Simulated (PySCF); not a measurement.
PySCF job for Zn(OH) (HOZn), SMILES [OH][Zn] (connectivity only; charge and spin as stated), neutral, multiplicity 2, TDA-PBE/def2-TZVPD. The structure is a stationary point at PBE0-D3(BJ)/def2-TZVP. The multiplicity is an assumed one; other spin states were not compared. The isomer is the one that the SMILES or the coordinates give; other isomers of the formula were not compared.

```python
import numpy as np
from pyscf import gto, scf, dft, tdscf

mol = gto.M(
    atom='''
    Zn   -0.00599896   -0.43123521    0.00000000
    O     0.11472123    1.38814044    0.00000000
    H    -0.73780118    1.83193290    0.00000000
    ''',
    basis='def2-TZVPD',
    charge=0,
    spin=1,
    max_memory=1600,
    verbose=4,
)
mf = dft.UKS(mol, xc='pbe').density_fit(auxbasis='def2-universal-jkfit')
mf.grids.level = 3
mf.conv_tol = 1e-9
mf.max_cycle = 100
mf.kernel()
fine, coarse = mf.grids, dft.Grids(mol).set(level=1).build(with_non0tab=True)
for _ in range(3):  # follow internal instabilities
    mf.grids = coarse
    mo, _, stable, _ = mf.stability(return_status=True, nroots=4)
    mf.grids = fine
    if stable:
        break
    mf.kernel(mf.make_rdm1(mo, mf.mo_occ))
mf.grids = dft.Grids(mol).set(level=1).build(with_non0tab=True)  # coarser grid for the response kernel
td = tdscf.TDA(mf)
td.nstates = 10
td.conv_tol = 1e-4
td.positive_eig_threshold = 1e-6
td.kernel(x0=td.get_init_guess(mf, 15))
td.analyze()
```

Log of the run:

```
PySCF version 2.14.0

[INPUT] verbose = 4
[INPUT] num. atoms = 3
[INPUT] num. electrons = 39
[INPUT] charge = 0
[INPUT] spin (= nelec alpha-beta = 2S) = 1
[INPUT] symmetry False subgroup None
[INPUT] Mole.unit = angstrom
[INPUT] Symbol           X                Y                Z      unit          X                Y                Z       unit  Magmom
[INPUT]  1 Zn    -0.005998960000  -0.431235210000   0.000000000000 AA   -0.011336391432  -0.814916442169   0.000000000000 Bohr   0.0
[INPUT]  2 O      0.114721230000   1.388140440000   0.000000000000 AA    0.216791705373   2.623205254033   0.000000000000 Bohr   0.0
[INPUT]  3 H     -0.737801180000   1.831932900000   0.000000000000 AA   -1.394242164581   3.461851459580   0.000000000000 Bohr   0.0

nuclear repulsion = 80.7314701572882
number of shells = 36
number of NR pGTOs = 164
number of NR cGTOs = 100
basis = def2-TZVPD
ecp = {}


[settings echo left out]
init E= -1854.52747297663
  alpha nocc = 20  HOMO = -0.161075400760311  LUMO = -0.0360546798777588
  beta  nocc = 19  HOMO = -0.276527175904273  LUMO = -0.161075400760303

WARN: HOMO -0.161075400760311 >= LUMO -0.161075400760303

cycle= 1 E= -1854.57024607611  delta_E= -0.0428  |g|=  1.1  |ddm|= 1.16
  alpha nocc = 20  HOMO = -0.104190502819272  LUMO = -0.00737034353448914
  beta  nocc = 19  HOMO = -0.0849579329379607  LUMO = -0.0761513675416515
  HOMO = -0.084957932938  LUMO = -0.0761513675417  gap/eV = 0.23964
cycle= 2 E= -1849.29278136936  delta_E= 5.28  |g|=  3.2  |ddm|= 2.48
  alpha nocc = 20  HOMO = -0.184663578693652  LUMO = -0.0559369137293096
  beta  nocc = 19  HOMO = -0.405760161073752  LUMO = -0.15477833711126
  HOMO = -0.184663578694  LUMO = -0.154778337111  gap/eV = 0.81322
cycle= 3 E= -1854.71027647816  delta_E= -5.42  |g|= 0.699  |ddm|= 2.35
  alpha nocc = 20  HOMO = -0.178527818788126  LUMO = -0.021124334752
  beta  nocc = 19  HOMO = -0.242641743332423  LUMO = -0.143061268617288
  HOMO = -0.178527818788  LUMO = -0.143061268617  gap/eV = 0.96509
cycle= 4 E= -1854.87510760444  delta_E= -0.165  |g|= 0.221  |ddm|= 0.585
  alpha nocc = 20  HOMO = -0.200085861378811  LUMO = -0.0304740208930619
  beta  nocc = 19  HOMO = -0.228873248812415  LUMO = -0.160335293437633
  HOMO = -0.200085861379  LUMO = -0.160335293438  gap/eV = 1.08167
cycle= 5 E= -1854.88423746254  delta_E= -0.00913  |g|= 0.0831  |ddm|= 0.288
  alpha nocc = 20  HOMO = -0.192819800901184  LUMO = -0.0276143123501671
  beta  nocc = 19  HOMO = -0.235393902591665  LUMO = -0.151539696012094
  HOMO = -0.192819800901  LUMO = -0.151539696012  gap/eV = 1.12329
cycle= 6 E= -1854.88815575481  delta_E= -0.00392  |g|= 0.0309  |ddm|= 0.111
  alpha nocc = 20  HOMO = -0.194180265664087  LUMO = -0.0287070096188999
  beta  nocc = 19  HOMO = -0.240222964573194  LUMO = -0.152260094064893
  HOMO = -0.194180265664  LUMO = -0.152260094065  gap/eV = 1.14071
cycle= 7 E= -1854.88853016349  delta_E= -0.000374  |g|= 0.00714  |ddm|= 0.0206
  alpha nocc = 20  HOMO = -0.194288570573953  LUMO = -0.0287095165386113
  beta  nocc = 19  HOMO = -0.240954891268476  LUMO = -0.152086993026593
  HOMO = -0.194288570574  LUMO = -0.152086993027  gap/eV = 1.14836
cycle= 8 E= -1854.8885481753  delta_E= -1.8e-05  |g|= 0.00182  |ddm|= 0.00756
  alpha nocc = 20  HOMO = -0.194150357711415  LUMO = -0.0285901536812338
  beta  nocc = 19  HOMO = -0.240662861470932  LUMO = -0.151888568582557
  HOMO = -0.194150357711  LUMO = -0.151888568583  gap/eV = 1.15000
cycle= 9 E= -1854.88854896693  delta_E= -7.92e-07  |g|= 0.000214  |ddm|= 0.00151
  alpha nocc = 20  HOMO = -0.194145608632823  LUMO = -0.0285780885571201
  beta  nocc = 19  HOMO = -0.240640964891451  LUMO = -0.151866148150418
  HOMO = -0.194145608633  LUMO = -0.15186614815  gap/eV = 1.15048
cycle= 10 E= -1854.88854897951  delta_E= -1.26e-08  |g|= 0.000142  |ddm|= 0.000259
  alpha nocc = 20  HOMO = -0.194149420899549  LUMO = -0.0285767011743633
  beta  nocc = 19  HOMO = -0.240655312125445  LUMO = -0.151870339887132
  HOMO = -0.1941494209  LUMO = -0.151870339887  gap/eV = 1.15047
cycle= 11 E= -1854.8885489861  delta_E= -6.59e-09  |g|= 1.28e-05  |ddm|= 0.000112
  alpha nocc = 20  HOMO = -0.19415149461436  LUMO = -0.0285773656730568
  beta  nocc = 19  HOMO = -0.240653115195628  LUMO = -0.151871570514494
  HOMO = -0.194151494614  LUMO = -0.151871570514  gap/eV = 1.15050
cycle= 12 E= -1854.88854898622  delta_E= -1.22e-10  |g|= 8.65e-06  |ddm|= 2.49e-05
  alpha nocc = 20  HOMO = -0.194150577333311  LUMO = -0.0285767829549459
  beta  nocc = 19  HOMO = -0.240654086565053  LUMO = -0.151870520173368
  HOMO = -0.194150577333  LUMO = -0.151870520173  gap/eV = 1.15050
Extra cycle  E= -1854.88854898612  delta_E= 1e-10  |g|= 2.35e-05  |ddm|= 1.87e-05
converged SCF energy = -1854.88854898612  <S^2> = 0.7522404  2S+1 = 2.0022391
tot grids = 15096
uhf_internal: lowest eigs of H = [0.44204751 0.4477738  0.45209174 0.46072586]
<class 'pyscf.df.df_jk.DFUKS'> wavefunction is stable in the internal stability analysis
tot grids = 15096
Overwritten attributes  positive_eig_threshold  of <class 'pyscf.tdscf.uks.TDA'>


******** <class 'pyscf.tdscf.uks.TDA'> for <class 'pyscf.df.df_jk.DFUKS'> ********
nstates = 10
deg_eia_thresh = 1.000e-03
wfnsym = None
conv_tol = 0.0001
eigh lindep = 1e-12
eigh level_shift = 0
eigh max_cycle = 100


Excitation energies (eV)
[2.3763128  3.6473771  4.00017185 4.17056498 4.93237263 5.21525311
 5.41053927 5.73080658 5.89262171 6.05498787]

** Excitation energies and oscillator strengths **
Excited State   1:      2.37631 eV    521.75 nm  f=0.0023
      19b ->   20b     -0.99723
Excited State   2:      3.64738 eV    339.93 nm  f=0.0350
      19a ->   22a     -0.18182
      20a ->   21a     -0.18765
      20a ->   23a      0.16683
      18b ->   20b      0.92876
Excited State   3:      4.00017 eV    309.95 nm  f=0.1217
      20a ->   21a     -0.96816
      18b ->   20b     -0.16668
Excited State   4:      4.17056 eV    297.28 nm  f=0.1289
      20a ->   22a      0.98674
      18b ->   22b     -0.10401
Excited State   5:      4.93237 eV    251.37 nm  f=0.1574
      19a ->   22a      0.21530
      20a ->   23a      0.96279
      18b ->   20b     -0.11205
Excited State   6:      5.21525 eV    237.73 nm  f=0.0003
      19a ->   21a     -0.99514
Excited State   7:      5.41054 eV    229.15 nm  f=0.0210
      19a ->   22a     -0.81810
      20a ->   23a      0.13781
      17b ->   20b      0.15486
      18b ->   20b     -0.11889
      19b ->   22b      0.50485
Excited State   8:      5.73081 eV    216.35 nm  f=0.0004
      19b ->   21b     -0.99238
Excited State   9:      5.89262 eV    210.41 nm  f=0.0032
      18a ->   21a      0.10965
      20a ->   24a      0.31187
      17b ->   20b     -0.88565
      19b ->   22b      0.29952
Excited State  10:      6.05499 eV    204.76 nm  f=0.0039
      20a ->   24a      0.90074
      20a ->   25a     -0.18262
      17b ->   20b      0.25532
      18b ->   21b     -0.11473
      19b ->   22b     -0.22642

** Transition electric dipole moments (AU) **
state          X           Y           Z        Dip. S.      Osc.
  1         0.0000      0.0000     -0.1974      0.0390      0.0023
  2        -0.2851     -0.5573      0.0000      0.3919      0.0350
  3        -1.0794      0.2778      0.0000      1.2422      0.1217
  4         0.0000     -0.0000      1.1234      1.2620      0.1289
  5         0.1256      1.1342      0.0000      1.3023      0.1574
  6         0.0000     -0.0000      0.0483      0.0023      0.0003
  7        -0.0019      0.3977      0.0000      0.1582      0.0210
  8         0.0000      0.0000      0.0514      0.0026      0.0004
  9        -0.1478     -0.0209     -0.0000      0.0223      0.0032
 10        -0.0052     -0.1622      0.0000      0.0263      0.0039

** Transition velocity dipole moments (imaginary part, AU) **
state          X           Y           Z        Dip. S.      Osc.
  1        -0.0000      0.0000     -0.0062      0.0000      0.0003
  2        -0.0054      0.0220     -0.0000      0.0005      0.0025
  3        -0.0717      0.0030      0.0000      0.0051      0.0233
  4         0.0000     -0.0000      0.0780      0.0061      0.0264
  5         0.0151      0.1664      0.0000      0.0279      0.1026
  6         0.0000     -0.0000      0.0022      0.0000      0.0000
  7        -0.0027      0.0356      0.0000      0.0013      0.0043
  8         0.0000      0.0000      0.0058      0.0000      0.0001
  9        -0.0248     -0.0094     -0.0000      0.0007      0.0022
 10        -0.0195     -0.0758     -0.0000      0.0061      0.0184

** Transition magnetic dipole moments (imaginary part, AU) **
state          X           Y           Z
  1        -0.0329      0.1195      0.0000
  2         0.0000     -0.0000      0.1143
  3         0.0000     -0.0000      0.6513
  4         0.7037     -0.0271     -0.0000
  5         0.0000      0.0000     -0.0462
  6         0.0340      0.0694     -0.0000
  7        -0.0000      0.0000     -0.0204
  8         0.0217      0.0713     -0.0000
  9         0.0000      0.0000      0.0447
 10         0.0000      0.0000     -0.1541
```

Self-consistency was reached.

Cost: roughly 90 core-seconds.
